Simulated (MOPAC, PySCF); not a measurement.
H$_{3}$InO$_{3}$, SMILES `[OH][In]([OH])[OH]`, neutral singlet in the gas phase. 

Cartesian coordinates (Å):
SMILES: [OH][In]([OH])[OH]
```xyz
7

O      1.9521    -0.3097     0.2190
In     0.0003    -0.0001     0.0000
O     -0.6979     1.8520    -0.1896
O     -1.2543    -1.5425    -0.0294
H      2.1604    -1.2473     0.3001
H      0.0084     2.5073    -0.1594
H     -2.1690    -1.2596    -0.1408
```
Charge 0, multiplicity 1.

All levels are single points at this geometry (B3LYP-D3(BJ)/def2-TZVP); Pople sets use spherical d functions. Orbital energies aren't observables, and empty levels follow the basis.

PM6 in MOPAC gives gap (eV) = 11.00.

### Question
Estimate the gap (eV) from each of these levels: PBE-D3(BJ)/def2-TZVP in PySCF; ωB97X-D3(BJ)/def2-TZVP in PySCF; B3LYP/6-31G* (LANL2DZ on In) in PySCF; B3LYP/LANL2DZ in PySCF; BP86/6-31G* (LANL2DZ on In) in PySCF; M06-2X/6-31G* (LANL2DZ on In) in PySCF; PBE/6-31G* (LANL2DZ on In) in PySCF; AM1 in MOPAC.

### Answer

| level | gap (eV) |
|---|---|
| PBE-D3(BJ)/def2-TZVP in PySCF | 4.04 |
| ωB97X-D3(BJ)/def2-TZVP in PySCF | 11.33 |
| B3LYP/6-31G* (LANL2DZ on In) in PySCF | 6.16 |
| B3LYP/LANL2DZ in PySCF | 6.06 |
| BP86/6-31G* (LANL2DZ on In) in PySCF | 4.10 |
| M06-2X/6-31G* (LANL2DZ on In) in PySCF | 9.44 |
| PBE/6-31G* (LANL2DZ on In) in PySCF | 4.03 |
| AM1 in MOPAC | 9.73 |
